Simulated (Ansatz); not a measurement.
`F[SiH2][CH](F)[SnH3]` + `N[SiH3]` → `F[SiH2]N[SiH3]` + `F[CH2][SnH3]`  (ligand exchange at the Si–C bond)

Computed with Ansatz on PBE0-D4/def2-TZVP structures; ΔE is electronic, products minus reactants. CCSD(T)/CBS adds triple-zeta CCSD(T) − MP2 to the extrapolated MP2 energy (def2 sets, frozen cores). This one scheme is used for every species. DFT in def2-TZVPP. def2 core potentials past Kr. For Sn outer-core shells are correlated without core-valence functions, which leaves a few kJ/mol of doubt a bond. One conformer a species, not always the lowest.

(1) Is it downhill or uphill in electronic energy at CCSD(T)/CBS, and by how much? (An estimate is asked.)

(2) What do these levels give: ωB97X-V, ωB97M-V, B2PLYP, SCS-MP2/def2-TZVPP, MP2/def2-QZVPP, CCSD/CBS(def2)? (Best estimate.)

Largest T1 diagnostic among the species: 0.013.

Results:

(1) The calculation gave: Downhill: ΔE = -88.9 kJ/mol.

(2) The calculation gave: ωB97X-V -87.5, ωB97M-V -87.7, B2PLYP -91.7, SCS-MP2/def2-TZVPP -93.8, MP2/def2-QZVPP -92.2, CCSD/CBS(def2) -90.6 kJ/mol.

From PBE to PBE0 (25 % exact exchange), in def2-TZVPP and without D4, ΔE moves by −4.9 kJ/mol. In def2-TZVPP, CCSD(T) changes the Hartree–Fock value by +11.3 kJ/mol (the triples alone add +1.7 kJ/mol) and MP2 by +9.3 kJ/mol.
